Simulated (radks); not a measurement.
Polarisabilities and homonuclear dispersion coefficients (atomic units). Level of theory: non-relativistic Kohn-Sham, exchange-only LDA, spin-polarised, spherical densities, point nucleus; open shells are filled with parallel spins first (spin-orbit coupling, left out, can overturn this in heavy ions) (a radial shooting solver on a logarithmic mesh with Libxc functionals). Response by self-consistent Sternheimer equations with the Hartree and adiabatic exchange-only LDA kernel. For heavy and open-shell atoms this level of theory can miss by tens of per cent. "Uncoupled" leaves out the induced potential. Quadrupole and octupole values are given only where no p, d or f shell is open. The Sternheimer factor gamma scales a distant field gradient at the nucleus by 1 - gamma.

species      configuration  alpha1 (bohr^3)  alpha1, uncoupled  alpha2 (bohr^5)  alpha3 (bohr^7)     C6     C8  Sternheimer gamma  recommended alpha1
Tc            [Kr] 4d5 5s2            108.9              197.8                -                -   1254      -                  -           79 +/- 10
Xe2+     [Kr] 4d10 5s2 5p4            13.55              23.48                -                -  98.45      -                  -                   -
Se+      [Ar] 3d10 4s2 4p3            15.00              23.33                -                -  94.20      -                  -                   -
Ar+           [Ne] 3s2 3p5            7.335              11.52                -                -  33.54      -                  -                   -
He                    [He]            1.765              1.946            4.088            23.07  2.027  24.80              0.438   1.38375 +/- 2e-05
Ge2+         [Ar] 3d10 4s2            10.61              18.96            33.07            191.3  41.50  793.6              -5.96                   -

Recommended values: Schwerdtfeger and Nagle, table of static dipole polarisabilities (2023 update), measured or computed.

Beside tabulated values, note that relativity, absent from the non-relativistic runs, is large for the heavy elements.
